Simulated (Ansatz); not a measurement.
Geometry optimisation, RKS PBE0/def2-SVP (Ansatz 0.2.0).

input.yaml

```yaml
crystal:
  periodic: [false, false, false]
  atoms:
    - { symbol: Si, position_ang: [0.353892, 0.041307, -0.202315] }
    - { symbol: O, position_ang: [0.371674, -0.247781, 1.423257] }
    - { symbol: Si, position_ang: [-0.519921, -0.464247, 2.812285] }
    - { symbol: H, position_ang: [-1.699092, -1.34994, 2.573466] }
    - { symbol: H, position_ang: [0.369957, -1.078224, 3.834221] }
    - { symbol: H, position_ang: [-1.004679, 0.857822, 3.307628] }
    - { symbol: H, position_ang: [1.801055, 0.128479, -0.280038] }
    - { symbol: H, position_ang: [-0.450966, 1.226978, -0.586547] }
    - { symbol: F, position_ang: [-0.241521, -1.201094, -1.048956] }
basis:
  gaussian: { orbitals: def2-SVP }
hamiltonian:
  xc: pbe0
relax:
  f_tol: 0.03
  max_steps: 50
```

Launched with:

```bash
$ ansatz run input.yaml --threads 2 --pin off --max-ram 3072MiB --backend cpu --events-out ev --progress --plain --runs-dir out
```

Q: Where does it end, and by what steps?

A: It converged. After 6 steps the energy has fallen by 0.199 eV; H7 moved furthest, 0.28 Å.

| step | energy less start (eV) | largest force component (eV/Å) | accepted |
| --- | --- | --- | --- |
| 0 | 0.0000 | 1.002 | yes |
| 1 | -0.1678 | 0.455 | yes |
| 2 | -0.1820 | 0.638 | yes |
| 3 | -0.1982 | 0.056 | yes |
| 4 | -0.1988 | 0.031 | yes |
| 5 | -0.1968 | 0.223 | no |
| 6 | -0.1993 | 0.005 | yes |

```xyz
9
Properties=species:S:1:pos:R:3
Si 0.412 0.045 -0.167
O 0.321 -0.241 1.443
Si -0.555 -0.471 2.838
H -1.707 -1.383 2.580
H 0.344 -1.069 3.863
H -1.066 0.843 3.328
H 1.839 0.145 -0.553
H -0.374 1.251 -0.533
F -0.234 -1.207 -0.967
```

Whether the end is a true minimum wasn't checked by a vibrational analysis.

Run time: 15 s on 2 threads of Arm Neoverse V1, with other jobs on the host, peak memory 0.17 GiB.
